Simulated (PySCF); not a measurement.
**Dipole moment and polarisability of `O[SiH2]/C(=C\F)CCF`**

Species: C₄H₈F₂OSi.
Geometry (GFN2-xTB, Å), atoms numbered from 1 in this order:
```
atom  x, y, z in Å
O1    -2.2659   -1.0856   -0.1881
Si2   -1.5627   -0.2677    1.0177
C3     0.0134    0.6446    0.4529
C4     0.0790    1.9618    0.3693
F5    -0.9666    2.7618    0.6476
C6     1.2498   -0.1422    0.1084
C7     1.1814   -0.7555   -1.2877
F8     0.3061   -1.8194   -1.3212
H9    -1.7808   -1.7005   -0.7359
H10   -1.1044   -1.1680    2.0834
H11   -2.5994    0.6675    1.4068
H12    0.9475    2.5468    0.0864
H13    2.1318    0.5022    0.1358
H14    1.3864   -0.9495    0.8304
H15    0.8222   -0.0334   -2.0270
H16    2.1547   -1.1540   -1.5902
```

Level: PBE0/def2-SVPD (PySCF), static field, nuclei fixed, core orbitals frozen in the response. The polarisability tensor in these axes (au):

```
x   80.02  1.40 -6.62
y    1.40 87.64  2.06
z   -6.62  2.06 68.70
```

Question: What are the eigenvalues, a third of the trace, and Δα (Δα² = ½Σ(αi − αj)² over the three pairs)?

Answer: Principal values 65.38, 83.04 and 87.95 au; mean 78.79 au = 11.68 Å³ = 12.99 × 10⁻⁴⁰ C²·m²/J; Δα = 20.56 au (26 % of the mean).

Question: What is the dipole moment, and where does it point?

Answer: (3.68, 0.03, -0.63) D, 3.74 D in size, pointing from the negative to the positive side. Measured along this direction, the outermost atoms are H11 at the negative end and H16 at the positive end.

Question: Give the eigenvalues of the traceless quadrupole moment Θ = ½Σq(3rr − r²1), origin at the centre of nuclear charge.

Answer: -5.02, -0.82, 5.84 D·Å. The values depend on the origin, since the dipole doesn't vanish. The electronic extent ⟨r²⟩ about the same centre is 1288 bohr², a root-mean-square distance of 2.24 Å for the 72 electrons.

Question: Refractivity n − 1 of an ideal gas of it at 298.15 K and 1 atm, from the electronic α?

Answer: N = p/kT = 2.4615 × 10¹⁹ cm⁻³, so n − 1 = 2π × N × 11.68 × 10⁻²⁴ cm³ = 1806 × 10⁻⁶ at long wavelengths, for an ideal gas.

Question: Directions of the eigenvectors, and the extent of the frame along each?

Answer: Largest value along (0.12, 0.99, 0.06), where the nuclei span 4.61 Å; middle along (0.90, -0.08, -0.43), 5.71 Å; least along (0.42, -0.11, 0.90), 3.02 Å. The strongest response doesn't lie along the longest of the three spans.

Question: Find the Langevin capture rate constant for NO+ (29.998 u) meeting this molecule (138.031 u), k = 2.342 × 10⁻⁹ cm³/s × √(α in Å³ / reduced mass in u).

Answer: The reduced mass is 24.64 u, so k = 1.61 × 10⁻⁹ cm³/s. The formula leaves out the permanent dipole, which adds to the capture rate.

Geometry: GFN2-xTB, one conformer, isolated molecule.

The run behind these numbers computed excited states as well. On one thread, Arm Neoverse V1 (aarch64), no GPU, shared host with 32 logical CPUs at a one-minute load of 11, this took 57 s (with the writing of density and orbital grids) and 0.95 GiB of memory at its peak.
